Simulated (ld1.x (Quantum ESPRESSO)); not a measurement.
# Before and after: TM potential for S

- Element: sulfur
- Generator: ld1.x (Quantum ESPRESSO) 7.5
- Type: norm-conserving Troullier–Martins (Kleinman–Bylander form)
- Functional: BP86
- Relativity: fully relativistic
- Frozen core: [Ne]
- Valence charge: 6
- Reference configuration: 3s1 3p5
- Partial waves: 3p (bound): rc 1.60 bohr; 3s (bound): rc 1.00 bohr
- Local potential: the s channel
- Core correction: none

Open shells are filled in proportion to 2j + 1 (rel_dist='average').

All-electron outer shells of the reference configuration (BP86, scalar-relativistic, ld1.x):

```csv
shell,level (eV),outermost node (bohr),outermost maximum (bohr)
2s,-213.35,0.13,0.39
2p,-158.12,–,0.33
3s,-18.03,0.60,1.40
3p,-7.66,0.58,1.59
```

Change: reference 3s2 3p4.

Cutoffs: the cutoffs (Ry, on a coarse ladder) from which the occupation-weighted sum of valence levels, in a spherical-Bessel basis at the reference potential, stays within 10 and 1 mRy of its value at 400 Ry; they do not see the model core or the augmentation charge, which bear on the density cutoff. Errors are all-electron minus pseudo energies relative to the spin-unpolarised reference configuration.

Task: What does the change do?

Result: The potential gets harder (70 Ry and 200 Ry → 80 Ry and 230 Ry); neither file shows a bound ghost.

| quantity | base | changed |
| --- | --- | --- |
| cutoff, loose | 70 Ry | 80 Ry |
| cutoff, tight | 200 Ry | 230 Ry |
| bound ghosts | none | none |
| largest error over its own tests, meV | +591 | +443 |
| s: phases at 1.75 bohr within 0.05 rad from the reference energy up to (Ry; the scan ends near 5) | 2.4 | 2.5 |
| p1/2: phases at 1.75 bohr within 0.05 rad from the reference energy up to (Ry; the scan ends near 5) | 4.6 | 4.6 |
| p3/2: phases at 1.75 bohr within 0.05 rad from the reference energy up to (Ry; the scan ends near 5) | 4.5 | 4.5 |
